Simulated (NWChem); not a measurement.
System: TaNH$_{3}$O$_{2}$Cl; SMILES [NH]=[Ta]([OH])([OH])[Cl]

Here is an NWChem input.

```
start job
memory heap 200 mb stack 900 mb global 1100 mb
geometry units angstroms noautoz
  Ta     0.048075     0.109900     0.000000
  N     -1.621973     0.719668     0.000000
  H     -2.592876     1.034551     0.000000
  Cl    -0.020131    -2.234109     0.000000
  O      0.934329     0.785123     1.559422
  H      0.594979     1.329494     2.289763
  O      0.934329     0.785123    -1.559422
  H      0.594979     1.329494    -2.289763
end
basis spherical
  Ta library def2-svp
  N library def2-svp
  H library def2-svp
  Cl library def2-svp
  O library def2-svp
end
ecp
  Ta library def2-ecp
end
dft
  xc revpbe cpbe96
  iterations 150
  mulliken
end
task dft energy
```

All runs use the structure optimised with PBE-D3(BJ)/def2-SVP. No frequency run checked for a minimum. def2 effective core potentials on Ta; no spin-orbit coupling.

Question: Give the results of this calculation. (revPBE/def2-SVP with def2 effective core potentials on Ta.) Quantities: energy (Ha); highest occupied level (eV); orbital gap (eV); dipole (D).

Answer: 
| Item | Value |
|---|---|
| energy (Ha) | -724.06 |
| highest occupied level (eV) | -6.46 |
| orbital gap (eV) | 5.08 |
| dipole (D) | 3.22 |
